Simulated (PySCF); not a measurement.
Z-matrix (Å, degrees):
```
B
H 1 1.1869
H 1 1.1869 2 129.64
```
Charge 0, spin multiplicity 2.

**Question.** Estimate the dipole moment, total energy and highest occupied spin orbital that PBE-D3(BJ)/def2-TZVP // B3LYP-D3(BJ)/def2-TZVP (PySCF) returns for this input.

**Answer.** 
| Property | Value |
|---|---|
| dipole moment | 0.51 D |
| total energy | -25.8833 Ha |
| highest occupied spin orbital | -4.91 eV |
